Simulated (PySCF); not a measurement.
Compound: C7H11N.
Atom-mapped SMILES: `[CH:1]1=[C:2]([N:3]2[CH2:4][CH2:5][CH2:6][CH2:7]2)[CH2:8]1`

NICS is the negative of the GIAO shielding at a point without a nucleus: at the ring centre (0) and 1 Å above and below it (1); zz is the component along the ring normal. Level: GIAO PBE0/pcSseg-1 (PySCF, non-relativistic, gas phase) on the GFN2-xTB geometry, one conformer.

Rings: 1. C1–C2–C8; 2. N3–C4–C5–C6–C7.

```
set  NICS(0)  NICS(1), two faces  NICS(1)zz, two faces
  P     -6.9         -2.9 / -3.7           -4.1 / -3.5
  Q    -33.3         -6.5 / -6.4         -13.0 / -14.0
```

Q: Which set (ppm) belongs to which ring?

A: P = 2, Q = 1.
- 1 (3-membered carbocycle; formal bonds 1 double, 2 single): mean NICS(1)zz -13.5 ppm, shielded. C8 has four or more neighbours; no verdict on aromaticity is drawn.
- 2 (5-membered ring with N; formal bonds all single): mean NICS(1)zz -3.8 ppm, shielded. C4, C5, C6, C7 have four or more neighbours, so the value isn't read as a sign of a π ring current.

Q: How do the rings differ in shape?

A: 
```tsv
ring	bond lengths (Å)	rms pucker (Å)	HOMA	nearest outside atom to a NICS(1) probe (Å)
1	1.307, 1.492, 1.506	0.00	–	hydrogen 1.51
2	1.455, 1.529, 1.529, 1.527, 1.452	0.17	–	hydrogen 1.41
```
